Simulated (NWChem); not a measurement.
# SnSiH$_{6}$O; SMILES [SiH3][O][SnH3]

```xyz
9

Sn    -0.0043     0.9372    -0.0224
O     -0.6112    -0.9542    -0.0280
Si     0.0529    -2.4619     0.0194
H     -1.4554     1.8305    -0.0761
H      0.8751     1.1762     1.4260
H      0.9668     1.1549    -1.4145
H      0.9489    -2.7106    -1.1577
H     -1.0410    -3.4781     0.0044
H      0.8756    -2.6670     1.2570
```
Atoms are numbered in this order, from 1.

Level: PBE0/def2-SVP with def2 effective core potentials on Sn (NWChem), optimised geometry, unscaled harmonic frequencies. def2 effective core potentials on Sn; no spin-orbit coupling.

Question: List the harmonic frequencies with IR intensities, and the thermochemistry.

Answer: 
```
frequency (cm⁻¹)  IR intensity (km/mol)
----------------  ---------------------
19                                  1.5
44                                  0.9
94                                  1.7
449                                26.5
513                                31.9
523                                30.8
705                               133.4
705                                57.5
709                               238.0
728                                86.3
738                               102.4
946                                80.7
955                                80.8
1002                              340.4
1009                              308.7
1947                               69.9
1952                              167.5
1974                              138.3
2195                              181.2
2203                              117.8
2239                              143.5
```

zero-point energy: 30.9 kcal/mol
thermal correction to the enthalpy at 298.15 K (with zero-point energy): 35.7 kcal/mol
heat capacity Cv: 21.3 cal/(mol K)
entropy at 298.15 K and 1 atm (symmetry number 1): 86.5 cal/(mol K)

Rigid rotor and harmonic oscillator; modes under 100 cm⁻¹ make the entropy uncertain.
